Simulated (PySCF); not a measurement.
ClFSn, singlet, at a GFN2-xTB geometry (such geometries of metal compounds can be far from the true shape) (core potentials on Sn), atoms displaced at random by about 0.03 Å a coordinate; TPSS/def2-SVP, gradient by finite differences (PySCF).

The PySCF input:
```python
from pyscf import gto, scf, dft

mol = gto.M(
    atom='''
Sn    0.15180205    0.12801102    0.49676470
F     1.03570651    1.47540924   -0.82768588
Cl   -1.09049665   -1.19908998   -1.05337796
''',
    basis='def2-svp',
    ecp={'Sn': 'def2-svp'},
    verbose=4,
)

mf = dft.RKS(mol)
mf.xc = 'tpss'
mf.conv_tol = 1e-11
mf.kernel()
scan, done = mf.as_scanner(), []
scan.scf_summary = {}
def energy(d):
    c = mol.atom_coords()
    c[2, 2] += d
    e = scan(mol.set_geom_(c, unit='Bohr', inplace=False))
    done.append(scan.converged)
    return e
h = 0.05
fd = (energy(h) - energy(-h)) / (2 * h)
print('dE/dx =', fd)
```

Task: Predict the main parts of the log of this PySCF run.

Result: 
```
PySCF version 2.14.0

[INPUT] verbose = 4
[INPUT] num. atoms = 3
[INPUT] num. electrons = 48
[INPUT] charge = 0
[INPUT] spin (= nelec alpha-beta = 2S) = 0
[INPUT] symmetry False subgroup None
[INPUT] Mole.unit = angstrom
[INPUT] Symbol           X                Y                Z      unit          X                Y                Z       unit  Magmom
[INPUT]  1 Sn     0.151802050000   0.128011020000   0.496764700000 AA    0.286864299648   0.241905768726   0.938749231352 Bohr   0.0
[INPUT]  2 F      1.035706510000   1.475409240000  -0.827685880000 AA    1.957201649329   2.788119385253  -1.564099630370 Bohr   0.0
[INPUT]  3 Cl    -1.090496650000  -1.199089980000  -1.053377960000 AA   -2.060740008256  -2.265951660910  -1.990595850053 Bohr   0.0

nuclear repulsion = 156.718801489688
number of shells = 24
number of NR pGTOs = 121
number of NR cGTOs = 58
basis = def2-svp
ecp = {'Sn': 'def2-svp'}

******** <class 'pyscf.dft.rks.RKS'> ********
method = RKS
initial guess = minao
damping factor = 0
level_shift factor = 0
DIIS = <class 'pyscf.scf.diis.CDIIS'>
diis_start_cycle = 1
diis_space = 8
diis_damp = 0
SCF conv_tol = 1e-11
SCF conv_tol_grad = None
SCF max_cycles = 50
direct_scf = True
direct_scf_tol = 1e-13
XC library pyscf.dft.libxc version 7.1.2
    S. Lehtola, C. Steigemann, M. J. T. Oliveira, and M. A. L. Marques,  SoftwareX 7, 1–5 (2018)
XC functionals = tpss
    J. Tao, J. P. Perdew, V. N. Staroverov, and G. E. Scuseria,  Phys. Rev. Lett. 91, 146401 (2003)
    J. P. Perdew, J. Tao, V. N. Staroverov, and G. E. Scuseria,  J. Chem. Phys. 120, 6898 (2004)
    J. Tao, J. P. Perdew, V. N. Staroverov, and G. E. Scuseria,  Phys. Rev. Lett. 91, 146401 (2003)
    J. P. Perdew, J. Tao, V. N. Staroverov, and G. E. Scuseria,  J. Chem. Phys. 120, 6898 (2004)
radial grids:
    Treutler-Ahlrichs [JCP 102, 346 (1995); DOI:10.1063/1.469408] (M4) radial grids

becke partition: Becke, JCP 88, 2547 (1988); DOI:10.1063/1.454033
pruning grids: <function nwchem_prune>
grids dens level: 3
symmetrized grids: False
atomic radii adjust function: <function treutler_atomic_radii_adjust>
small_rho_cutoff = 0
Set gradient conv threshold to 3.16228e-06
Initial guess from minao.
tot grids = 55104
init E= -751.638800764824
  HOMO = -0.707873985234272  LUMO = -0.657218646524316  gap/eV = 1.37840
cycle= 1 E= -769.931236393379  delta_E= -18.3  |g|= 3.79  |ddm|= 7.56
  HOMO = 0.0667062090945792  LUMO = 0.186228943834317  gap/eV = 3.25238
cycle= 2 E= -661.92118137155  delta_E=  108  |g|= 14.2  |ddm|= 19.1
  HOMO = -0.105049148373524  LUMO = 0.0461696440119174  gap/eV = 4.11487
cycle= 3 E= -773.425174590678  delta_E= -112  |g|= 1.49  |ddm|= 17.6
  HOMO = -0.0830893223398874  LUMO = -0.0277054468461701  gap/eV = 1.50707
cycle= 4 E= -768.514465783607  delta_E= 4.91  |g|= 4.46  |ddm|= 4.25
  HOMO = -0.219601700125556  LUMO = -0.108066086334695  gap/eV = 3.03504
cycle= 5 E= -774.044643809736  delta_E= -5.53  |g|= 0.585  |ddm|= 3.45
  HOMO = -0.248569069726422  LUMO = -0.130685582043299  gap/eV = 3.20777
cycle= 6 E= -774.100459060312  delta_E= -0.0558  |g|= 0.426  |ddm|= 1.09
  HOMO = -0.258370475036865  LUMO = -0.134528316061143  gap/eV = 3.36992
cycle= 7 E= -774.141972235426  delta_E= -0.0415  |g|= 0.112  |ddm|= 0.319
  HOMO = -0.261958110950665  LUMO = -0.133293914955118  gap/eV = 3.50113
cycle= 8 E= -774.145331894231  delta_E= -0.00336  |g|= 0.0253  |ddm|= 0.133
  HOMO = -0.260509141650974  LUMO = -0.13306754074933  gap/eV = 3.46786
cycle= 9 E= -774.14555586904  delta_E= -0.000224  |g|= 0.00592  |ddm|= 0.0392
  HOMO = -0.260668495465642  LUMO = -0.133341677989932  gap/eV = 3.46474
cycle= 10 E= -774.145566485648  delta_E= -1.06e-05  |g|= 0.00111  |ddm|= 0.00735
  HOMO = -0.260606160247424  LUMO = -0.133236970616814  gap/eV = 3.46589
cycle= 11 E= -774.14556697356  delta_E= -4.88e-07  |g|= 0.000128  |ddm|= 0.00183
  HOMO = -0.260612144561297  LUMO = -0.133238547561795  gap/eV = 3.46601
cycle= 12 E= -774.145566975974  delta_E= -2.41e-09  |g|= 4.27e-05  |ddm|= 0.000186
  HOMO = -0.260611363390897  LUMO = -0.133240071196433  gap/eV = 3.46595
cycle= 13 E= -774.145566976677  delta_E= -7.03e-10  |g|= 1.41e-05  |ddm|= 6.67e-05
  HOMO = -0.260611444164328  LUMO = -0.133239775600579  gap/eV = 3.46596
cycle= 14 E= -774.145566976724  delta_E= -4.74e-11  |g|= 4.61e-07  |ddm|= 1.41e-05
  HOMO = -0.260611437054826  LUMO = -0.133239747325959  gap/eV = 3.46596
cycle= 15 E= -774.145566976722  delta_E= 2.5e-12  |g|= 8.52e-08  |ddm|= 9.64e-07
  HOMO = -0.2606114378153  LUMO = -0.133239757788999  gap/eV = 3.46596
Extra cycle  E= -774.145566976724  delta_E= -2.05e-12  |g|= 1.34e-07  |ddm|= 3.51e-07
converged SCF energy = -774.145566976724
Create scanner for <class 'pyscf.dft.rks.RKS'>

WARN: Mole.unit (angstrom) is changed to Bohr

New geometry
   1 Sn     0.151802050000   0.128011020000   0.496764700000 AA    0.286864299648   0.241905768726   0.938749231352 Bohr
   2 F      1.035706510000   1.475409240000  -0.827685880000 AA    1.957201649329   2.788119385253  -1.564099630370 Bohr
   3 Cl    -1.090496650000  -1.199089980000  -1.026919099454 AA   -2.060740008256  -2.265951660910  -1.940595850053 Bohr

******** <class 'pyscf.scf.hf.RKS_Scanner'> ********
method = RKS_Scanner
initial guess = minao
damping factor = 0
level_shift factor = 0
DIIS = <class 'pyscf.scf.diis.CDIIS'>
diis_start_cycle = 1
diis_space = 8
diis_damp = 0
SCF conv_tol = 1e-11
SCF conv_tol_grad = None
SCF max_cycles = 50
direct_scf = True
direct_scf_tol = 1e-13
XC library pyscf.dft.libxc version 7.1.2
    S. Lehtola, C. Steigemann, M. J. T. Oliveira, and M. A. L. Marques,  SoftwareX 7, 1–5 (2018)
XC functionals = tpss
    J. Tao, J. P. Perdew, V. N. Staroverov, and G. E. Scuseria,  Phys. Rev. Lett. 91, 146401 (2003)
    J. P. Perdew, J. Tao, V. N. Staroverov, and G. E. Scuseria,  J. Chem. Phys. 120, 6898 (2004)
    J. Tao, J. P. Perdew, V. N. Staroverov, and G. E. Scuseria,  Phys. Rev. Lett. 91, 146401 (2003)
    J. P. Perdew, J. Tao, V. N. Staroverov, and G. E. Scuseria,  J. Chem. Phys. 120, 6898 (2004)
radial grids:
    Treutler-Ahlrichs [JCP 102, 346 (1995); DOI:10.1063/1.469408] (M4) radial grids

becke partition: Becke, JCP 88, 2547 (1988); DOI:10.1063/1.454033
pruning grids: <function nwchem_prune>
grids dens level: 3
symmetrized grids: False
atomic radii adjust function: <function treutler_atomic_radii_adjust>
small_rho_cutoff = 0
Set gradient conv threshold to 3.16228e-06
tot grids = 55104
init E= -774.149297342091
  HOMO = -0.258616222591881  LUMO = -0.131202975785065  gap/eV = 3.46709
cycle= 1 E= -774.145321061339  delta_E= 0.00398  |g|= 0.0103  |ddm|= 0.0304
  HOMO = -0.260022074272381  LUMO = -0.13210730540591  gap/eV = 3.48074
cycle= 2 E= -774.14517610727  delta_E= 0.000145  |g|= 0.0248  |ddm|= 0.0476
  HOMO = -0.260291900706703  LUMO = -0.132400948521784  gap/eV = 3.48009
cycle= 3 E= -774.145358658572  delta_E= -0.000183  |g|= 0.00513  |ddm|= 0.0287
  HOMO = -0.260002077388048  LUMO = -0.132415993716904  gap/eV = 3.47179
cycle= 4 E= -774.145364714871  delta_E= -6.06e-06  |g|= 0.00156  |ddm|= 0.00601
  HOMO = -0.260028329347333  LUMO = -0.132358289706161  gap/eV = 3.47408
cycle= 5 E= -774.145365300961  delta_E= -5.86e-07  |g|= 0.000228  |ddm|= 0.00172
  HOMO = -0.260031808400084  LUMO = -0.132368472191622  gap/eV = 3.47390
cycle= 6 E= -774.145365320865  delta_E= -1.99e-08  |g|= 1.5e-05  |ddm|= 0.000347
  HOMO = -0.260029080325865  LUMO = -0.132365787786846  gap/eV = 3.47390
cycle= 7 E= -774.145365320938  delta_E= -7.3e-11  |g|= 4.55e-06  |ddm|= 3e-05
  HOMO = -0.26002889230018  LUMO = -0.132365765166071  gap/eV = 3.47389
cycle= 8 E= -774.145365320945  delta_E= -6.82e-12  |g|= 9.27e-07  |ddm|= 5.88e-06
  HOMO = -0.260028850825057  LUMO = -0.132365773338549  gap/eV = 3.47389
Extra cycle  E= -774.145365320945  delta_E=    0  |g|= 1.14e-06  |ddm|= 3.86e-06
converged SCF energy = -774.145365320945

WARN: Mole.unit (angstrom) is changed to Bohr

New geometry
   1 Sn     0.151802050000   0.128011020000   0.496764700000 AA    0.286864299648   0.241905768726   0.938749231352 Bohr
   2 F      1.035706510000   1.475409240000  -0.827685880000 AA    1.957201649329   2.788119385253  -1.564099630370 Bohr
   3 Cl    -1.090496650000  -1.199089980000  -1.079836820546 AA   -2.060740008256  -2.265951660910  -2.040595850053 Bohr

******** <class 'pyscf.scf.hf.RKS_Scanner'> ********
method = RKS_Scanner
initial guess = minao
damping factor = 0
level_shift factor = 0
DIIS = <class 'pyscf.scf.diis.CDIIS'>
diis_start_cycle = 1
diis_space = 8
diis_damp = 0
SCF conv_tol = 1e-11
SCF conv_tol_grad = None
SCF max_cycles = 50
direct_scf = True
direct_scf_tol = 1e-13
XC library pyscf.dft.libxc version 7.1.2
    S. Lehtola, C. Steigemann, M. J. T. Oliveira, and M. A. L. Marques,  SoftwareX 7, 1–5 (2018)
XC functionals = tpss
    J. Tao, J. P. Perdew, V. N. Staroverov, and G. E. Scuseria,  Phys. Rev. Lett. 91, 146401 (2003)
    J. P. Perdew, J. Tao, V. N. Staroverov, and G. E. Scuseria,  J. Chem. Phys. 120, 6898 (2004)
    J. Tao, J. P. Perdew, V. N. Staroverov, and G. E. Scuseria,  Phys. Rev. Lett. 91, 146401 (2003)
    J. P. Perdew, J. Tao, V. N. Staroverov, and G. E. Scuseria,  J. Chem. Phys. 120, 6898 (2004)
radial grids:
    Treutler-Ahlrichs [JCP 102, 346 (1995); DOI:10.1063/1.469408] (M4) radial grids

becke partition: Becke, JCP 88, 2547 (1988); DOI:10.1063/1.454033
pruning grids: <function nwchem_prune>
grids dens level: 3
symmetrized grids: False
atomic radii adjust function: <function treutler_atomic_radii_adjust>
small_rho_cutoff = 0
Set gradient conv threshold to 3.16228e-06
tot grids = 55104
init E= -774.138112188217
  HOMO = -0.26413710298679  LUMO = -0.136493382331786  gap/eV = 3.47336
cycle= 1 E= -774.145434114817  delta_E= -0.00732  |g|= 0.021  |ddm|= 0.0611
  HOMO = -0.259618417803434  LUMO = -0.134641455418205  gap/eV = 3.40080
cycle= 2 E= -774.14478059701  delta_E= 0.000654  |g|= 0.0513  |ddm|= 0.0985
  HOMO = -0.260548030774598  LUMO = -0.134003134022606  gap/eV = 3.44346
cycle= 3 E= -774.145596076204  delta_E= -0.000815  |g|= 0.0093  |ddm|= 0.0605
  HOMO = -0.26114667953243  LUMO = -0.134012324355496  gap/eV = 3.45950
cycle= 4 E= -774.145615123645  delta_E= -1.9e-05  |g|= 0.00342  |ddm|= 0.0113
  HOMO = -0.261075980834163  LUMO = -0.134130696345657  gap/eV = 3.45436
cycle= 5 E= -774.145617919186  delta_E= -2.8e-06  |g|= 0.000457  |ddm|= 0.0036
  HOMO = -0.261075087690806  LUMO = -0.134111940584901  gap/eV = 3.45484
cycle= 6 E= -774.145617998894  delta_E= -7.97e-08  |g|= 3.21e-05  |ddm|= 0.000681
  HOMO = -0.261080459358468  LUMO = -0.134116790619387  gap/eV = 3.45486
cycle= 7 E= -774.145617999187  delta_E= -2.92e-10  |g|= 1.11e-05  |ddm|= 5.99e-05
  HOMO = -0.261080769030179  LUMO = -0.134116571278938  gap/eV = 3.45487
cycle= 8 E= -774.145617999216  delta_E= -2.98e-11  |g|= 1.77e-06  |ddm|= 1.37e-05
  HOMO = -0.261080823214658  LUMO = -0.134116574296527  gap/eV = 3.45487
cycle= 9 E= -774.14561799922  delta_E= -3.07e-12  |g|= 5.21e-07  |ddm|= 3.92e-06
  HOMO = -0.261080790430066  LUMO = -0.134116586815807  gap/eV = 3.45487
Extra cycle  E= -774.145617999218  delta_E= 1.48e-12  |g|= 1.45e-06  |ddm|= 1.94e-06
converged SCF energy = -774.145617999218
dE/dx = 0.0025267827322750236
```
